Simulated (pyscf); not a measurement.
# `[SiH3][SiH]([SiH3])[GeH]([SiH3])[SiH3]`, singlet

Gas-phase minimum from PySCF at ωB97X-D3(BJ)/def2-SVP, one conformer. 

```
Ge
H 1 1.5396
Si 1 2.3634 2 110.65
H 3 1.4923 1 111.36 2 -59.88
H 3 1.4924 4 109.06 1 -122.11
H 3 1.4927 4 108.88 5 -118.60
Si 1 2.3644 2 110.26 3 -122.55
H 7 1.4922 1 110.21 2 -53.51
H 7 1.4923 8 109.02 1 -122.56
H 7 1.4928 8 108.81 9 -118.69
Si 1 2.3659 2 108.86 7 -118.67
H 11 1.4956 1 108.68 2 -166.72
Si 11 2.3289 12 110.77 1 -119.02
H 13 1.4929 11 111.53 12 -59.62
H 13 1.4930 14 108.99 11 -122.22
H 13 1.4934 14 108.79 15 -118.39
Si 11 2.3297 12 110.37 1 118.58
H 17 1.4929 11 111.72 12 66.65
H 17 1.4930 18 108.95 11 121.95
H 17 1.4935 18 108.85 19 118.37
```
Charge 0, spin multiplicity 1.

Properties at ωB97X-D3(BJ)/def2-SVP:

| Property | Result |
|---|---|
| Harmonic wavenumbers, unscaled | 14, 48, 61, 70, 81, 85, 89, 96, 107, 120, 135, 315, 363, 392, 433, 436, 440, 473, 475, 504, 541, 547, 554, 585, 627, 680, 713, 732, 879, 884, 895, 918, 948, 952, 953, 954, 954, 956, 957, 958, 2156, 2218, 2239, 2241, 2241, 2245, 2247, 2248, 2250, 2251, 2251, 2253, 2254, 2255 cm⁻¹ |
| Zero-point energy | 74.7 kcal/mol |
| Rotational symmetry number | 1 |
| Entropy of this conformer at 298 K and 1 atm, rigid rotor and harmonic oscillator, modes under 100 cm⁻¹ raised to 100 | 517.1 J/(mol K) |
| Dipole moment | 0.08 D |

Single-point totals, which compare only within one level:

```
level                   total energy (hartree)
----------------------  ----------------------
ωB97X-D3(BJ)/def2-TZVP             -3533.06391
PBE/def2-TZVP                      -3531.83685
r²SCAN/def2-TZVP                   -3532.78631
B3LYP-D3(BJ)/def2-TZVP             -3533.13980
PBE0-D3(BJ)/def2-TZVP              -3532.07517
M06-2X/def2-TZVP                   -3532.79463
ωB97M-D3(BJ)/def2-TZVP             -3533.15392
```

The lowest mode is so soft that the shape along it may change with the basis. Soft torsions are taken as harmonic, which can shift the entropy by several J/(mol K). Elements up to Kr have no core potential and no relativistic terms here.
